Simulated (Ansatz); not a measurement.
`B1CO1` and `BOB1CO1` differ in one atom or group.

Ansatz, PBE0-D4/def2-TZVP geometries, multiplicity 1. Each molecule was computed in one conformer, which needn't be the lowest.

| property | `B1CO1` |
| --- | --- |
| HOMO–LUMO gap (PBE0/def2-TZVPP) / eV | 7.87 |
| HOMO–LUMO gap (ωB97M-V/def2-TZVPP) / eV | 12.11 |
| HOMO energy (PBE0/def2-TZVPP) / eV | -8.29 |
| HOMO–LUMO gap (PBE/def2-TZVPP) / eV | 5.49 |
| LUMO energy (PBE/def2-TZVPP) / eV | -1.44 |
| LUMO energy (PBE0/def2-TZVPP) / eV | -0.42 |

Problem. What does the change do to each property? (An estimate is asked.)

Solution. Computed: 
```
                               property  `BOB1CO1`  shift
   HOMO–LUMO gap (PBE0/def2-TZVPP) / eV       7.15  -0.72
HOMO–LUMO gap (ωB97M-V/def2-TZVPP) / eV      11.47  -0.64
     HOMO energy (PBE0/def2-TZVPP) / eV      -8.35  -0.06
    HOMO–LUMO gap (PBE/def2-TZVPP) / eV       4.69  -0.80
      LUMO energy (PBE/def2-TZVPP) / eV      -2.24  -0.80
     LUMO energy (PBE0/def2-TZVPP) / eV      -1.19  -0.77
```

With PBE0 the HOMO falls by 0.06 eV and the LUMO falls by 0.77 eV, so the gap narrows by about 0.71 eV. PBE moves the HOMO by -0.01 eV and ωB97M-V by -0.07 eV. The zero-point energy changes by 47.5 kJ/mol with +9 modes.
